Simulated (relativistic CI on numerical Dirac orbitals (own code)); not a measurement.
## Calculated levels, Mo⁵⁺

Method of calculation: Dirac-Coulomb-Breit CI, orbitals from a KLI potential per configuration, a model potential for QED, valence Slater integrals scaled by 0.85, P86 correlation energy added to each configuration (own radial code, finite nucleus).

Configuration list (outside the closed core [Ar] 3d10): 4s²4p⁶4d, 4s²4p⁶5s, 4s²4p⁶4f, 4s²4p⁶5p, 4s²4p⁵4d², 4s²4p⁶5d, 4s²4p⁶6s, 4s²4p⁶6p, 4s4p⁶4d², 4s²4p⁵4d4f, 4s²4p⁶5f, 4s²4p⁶6d, 4s²4p⁶5g, 4s²4p⁶7s, 4s²4p⁶7p, 4s²4p⁶6f, 4s²4p⁶8s, 4s²4p⁵4d5s, 4s²4p⁵4d5p, 4s4p⁶4d4f, 4s²4p⁵4d5d, 4s²4p⁵4d6s, 4p⁶4d³, 4p⁵4d⁴. Double excitations out of closed p, d and f shells are left out; levels of such configurations are missing from the list, as are those of other unlisted configurations, and high levels can miss mixing partners. These lack a partner that the ground configuration has and come out too high: 4s²4p⁵4d4f, 4s²4p⁵4d5s, 4s²4p⁵4d5p, 4s²4p⁵4d5d, 4s²4p⁵4d6s.

The lowest level is 4s²4p⁶4d ²D3/2, with 99 % of that term; Hund's rules for 4s²4p⁶4d give ²D with J = 3/2, in agreement.

```tsv
No.	Configuration	Term	J	E (eV)	%	Landé g	jj configuration (%)
1	4s²4p⁶4d	²D	3/2	0.0000	99	0.799	4d3/2 (99)
2	4s²4p⁶4d	²D	5/2	0.3046	99	1.200	4d5/2 (99)
3	4s²4p⁶5s	²S	1/2	15.5224	99	2.002	5s (99)
4	4s²4p⁶5p	²P°	1/2	23.2999	99	0.666	5p1/2 (99)
5	4s²4p⁶5p	²P°	3/2	23.8880	99	1.334	5p3/2 (99)
6	4s²4p⁶4f	²F°	5/2	34.6166	84	0.857	4f5/2 (84)
7	4s²4p⁶4f	²F°	7/2	34.6722	85	1.143	4f7/2 (85)
8	4s²4p⁶5d	²D	3/2	35.7117	99	0.799	5d3/2 (99)
9	4s²4p⁶5d	²D	5/2	35.8082	99	1.200	5d5/2 (99)
10	4s²4p⁵4d²	⁴D°	1/2	36.1778	99	0.012	4p3/2^3 4d3/2^2 (61)
11	4s²4p⁵4d²	⁴D°	3/2	36.2925	94	1.183	4p3/2^3 4d3/2^2 (45)
12	4s²4p⁵4d²	⁴D°	5/2	36.4846	89	1.356	4p3/2^3 4d3/2 4d5/2 (73)
13	4s²4p⁵4d²	⁴D°	7/2	36.8159	89	1.405	4p3/2^3 4d3/2 4d5/2 (48)
14	4s²4p⁵4d²	⁴G°	11/2	37.6255	99	1.272	4p3/2^3 4d5/2^2 (75)
15	4s²4p⁵4d²	⁴G°	9/2	37.7511	83	1.192	4p3/2^3 4d3/2 4d5/2 (90)
16	4s²4p⁵4d²	⁴P°	5/2	37.9257	86	1.534	4p3/2^3 4d3/2 4d5/2 (46)
17	4s²4p⁵4d²	⁴G°	7/2	38.0054	69	1.046	4p3/2^3 4d3/2^2 (51)
18	4s²4p⁵4d²	⁴G°	5/2	38.2232	42	0.841	4p3/2^3 4d3/2^2 (48)
19	4s²4p⁵4d²	⁴P°	3/2	38.3725	84	1.669	4p3/2^3 4d3/2 4d5/2 (45)
20	4s²4p⁵4d²	²D°	3/2	38.7308	44	0.734	4p3/2^3 4d3/2^2 (56)
21	4s²4p⁵4d²	⁴P°	1/2	38.7972	87	2.475	4p3/2^3 4d3/2 4d5/2 (65)
22	4s²4p⁵4d²	²D°	5/2	38.9697	69	1.087	4p3/2^3 4d5/2^2 (65)
23	4s²4p⁵4d²	⁴F°	9/2	39.1553	75	1.282	4p3/2^3 4d5/2^2 (73)
24	4s²4p⁵4d²	⁴F°	7/2	39.3071	43	1.093	4p3/2^3 4d3/2 4d5/2 (75)
25	4s²4p⁶6s	²S	1/2	39.5611	100	2.002	6s (100)
26	4s²4p⁵4d²	⁴F°	3/2	39.7249	46	0.841	4p3/2^3 4d3/2 4d5/2 (51)
27	4s²4p⁵4d²	²F°	5/2	39.7991	36	1.016	4p3/2^3 4d3/2 4d5/2 (48)
28	4s²4p⁵4d²	²H°	11/2	39.8720	99	1.091	4p3/2^3 4d3/2 4d5/2 (75)
29	4s²4p⁵4d²	²F°	7/2	39.9505	54	1.206	4p3/2^3 4d3/2 4d5/2 (64)
30	4s²4p⁵4d²	²P°	1/2	39.9572	92	0.776	4p3/2^3 4d5/2^2 (76)
31	4s²4p⁵4d²	⁴G°	5/2	40.0993	44	0.789	4p1/2 4p3/2^4 4d3/2^2 (42)
32	4s²4p⁵4d²	²F°	7/2	40.3980	89	1.144	4p3/2^3 4d5/2^2 (50)
33	4s²4p⁵4d²	²H°	9/2	41.0931	67	0.978	4p3/2^3 4d3/2 4d5/2 (60)
34	4s²4p⁵4d²	²P°	3/2	41.3268	42	1.062	4p1/2 4p3/2^4 4d5/2^2 (41)
35	4s²4p⁵4d²	²G°	7/2	41.4695	60	0.971	4p1/2 4p3/2^4 4d3/2 4d5/2 (78)
36	4s²4p⁵4d²	⁴D°	5/2	41.5675	76	1.313	4p3/2^3 4d3/2 4d5/2 (53)
37	4s²4p⁵4d²	⁴D°	7/2	41.7275	78	1.365	4p1/2 4p3/2^4 4d5/2^2 (40)
38	4s²4p⁵4d²	⁴D°	3/2	41.7844	58	1.087	4p3/2^3 4d3/2 4d5/2 (27)
39	4s²4p⁵4d²	²G°	9/2	42.2032	69	1.109	4p1/2 4p3/2^4 4d3/2 4d5/2 (57)
40	4s²4p⁵4d²	⁴D°	1/2	42.4326	94	0.063	4p1/2 4p3/2^4 4d3/2^2 (30)
41	4s²4p⁵4d²	²F°	5/2	42.5270	80	0.908	4p1/2 4p3/2^4 4d3/2 4d5/2 (38)
42	4s²4p⁶6p	²P°	1/2	42.8296	98	0.660	6p1/2 (98)
43	4s²4p⁶6p	²P°	3/2	43.0723	97	1.334	6p3/2 (97)
44	4s²4p⁵4d²	²D°	3/2	43.2561	57	1.071	4p1/2 4p3/2^4 4d3/2 4d5/2 (50)
45	4s²4p⁵4d²	²S°	1/2	43.6952	92	2.008	4p1/2 4p3/2^4 4d3/2 4d5/2 (47)
```

Energies count from the lowest computed level; ° marks odd parity. Filled j subshells are mostly left out of the jj labels.

The mean weight of the leading LS term, summed over parents, in these 45 levels is 79 %, and that of the leading jj configuration (from the same eigenvectors) 67 %, so LS coupling describes them better.

At this charge configurations can still be misplaced by up to about 7 % of their energy. 15 of the 23 excited levels that our extract of the measured tables holds in this range could be paired (the sources list more); they are missed by 7181 cm⁻¹ on average and 12192 at most, and levels without a partner can miss by more.

LS names give the leading component of a level, which can be under half, so a name can repeat, a term be missing and a line seem to break the LS rules.
